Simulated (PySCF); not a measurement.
# Spin states and ions at one geometry of Tl(NC)

PySCF 2.14.0, RKS TPSS, Tl def2-SVP with ECP60, N def2-SVP, C def2-SVP; non-relativistic Hamiltonian with scalar-relativistic core potentials where named; density fitting; no spin-orbit coupling; singlets restricted, open shells unrestricted. The geometry is relaxed for charge 0, singlet, vacuum:

```xyz
3

Tl    0.0000    0.0000   -0.2377
N     0.0000    0.0000    2.0613
C     0.0000    0.0000    3.2537
```

Energies count from the relaxed state; an electron taken off or put on is at rest in vacuum. Charges and spins are Mulliken's.

Order these states by energy, lowest first.
A. charge 0, triplet, vacuum
B. charge -1, doublet, vacuum
C. charge 0, singlet, vacuum
D. charge +1, doublet, vacuum

B (-0.37 eV), C (0.00 eV), A (3.75 eV), D (9.14 eV).

How do charge and spin on the first atom follow?


```json
{"state": "charge 0, singlet, vacuum", "spin squared": "0.00", "charge on Tl1 (e)": "0.52", "spin on Tl1 (e)": "0.00", "dipole about the centre of mass (D)": "6.61"}
{"state": "charge 0, triplet, vacuum", "spin squared": "2.01", "charge on Tl1 (e)": "0.16", "spin on Tl1 (e)": "1.16", "dipole about the centre of mass (D)": "1.06"}
{"state": "charge +1, doublet, vacuum", "spin squared": "0.76", "charge on Tl1 (e)": "0.91", "spin on Tl1 (e)": "0.14", "dipole about the centre of mass (D)": "2.22"}
{"state": "charge -1, doublet, vacuum", "spin squared": "0.75", "charge on Tl1 (e)": "-0.37", "spin on Tl1 (e)": "0.98", "dipole about the centre of mass (D)": "6.65"}
```

With an electron taken off (doublet) the charges change, summed by element, by Tl +0.38 e, N +0.14 e, C +0.48 e. The vertical ionisation energy is 9.14 eV, against −ε(HOMO) = 5.73 eV of the relaxed state. The level lies 3.4 eV too high, as is usual for semilocal functionals and global hybrids, which keep a self-interaction error.

With an electron put on (doublet) the charges change, summed by element, by Tl -0.90 e, N +0.06 e, C -0.16 e. The vertical electron affinity is 0.37 eV, against −ε(LUMO) = 2.70 eV of the relaxed state. The basis has no diffuse functions, which an added electron needs. The added electron's level lies above zero.

Open shells may have lower solutions than those found.

No frequency check is given that shows the relaxed geometry to be a minimum.
